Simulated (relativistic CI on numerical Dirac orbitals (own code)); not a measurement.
## Radial parameters of P XI

Method of calculation: Dirac-Coulomb-Breit CI, KLI orbitals optimised for each configuration, a model potential for QED, unscaled Slater integrals (own radial code, finite nucleus).

Slater integrals F^k, G^k are unscaled and averaged over j, outside the closed core 1s2; ζ comes from projecting the Hamiltonian with its Breit term on Σ l·s of the shell.

- 2s2 2p: ζ(2p) = 6616.4 cm⁻¹; <r>(2p) = 0.3974, <r^2>(2p) = 0.1915 (bohr units).
- 2s 2p2: F^2(2p,2p) = 238760, G^1(2s,2p) = 266160, ζ(2p) = 6497.1 cm⁻¹; <r>(2s) = 0.4542, <r^2>(2s) = 0.2416, <r>(2p) = 0.3987, <r^2>(2p) = 0.1927 (bohr units).
- 2p3: F^2(2p,2p) = 237190, ζ(2p) = 6387.4 cm⁻¹; <r>(2p) = 0.4011, <r^2>(2p) = 0.1952 (bohr units).

Averages of the first 10 configurations, taken without configuration mixing, which lowers the lowest level and can move excited configurations by several eV; other configurations of the list can lie among them:

```tsv
Configuration	Parity	States	Average energy above the lowest level (eV)
2s2 2p	odd	6	4.0
2s 2p2	even	30	36.8
2p3	odd	20	80.0
2p2 3s	even	30	337.1
2p2 3p	odd	90	347.1
2s2 3s	even	2	274.4
2p2 3d	even	150	356.5
2s2 3p	odd	6	286.0
2s2 3d	even	10	295.5
2s 2p 3s	odd	24	300.4
```
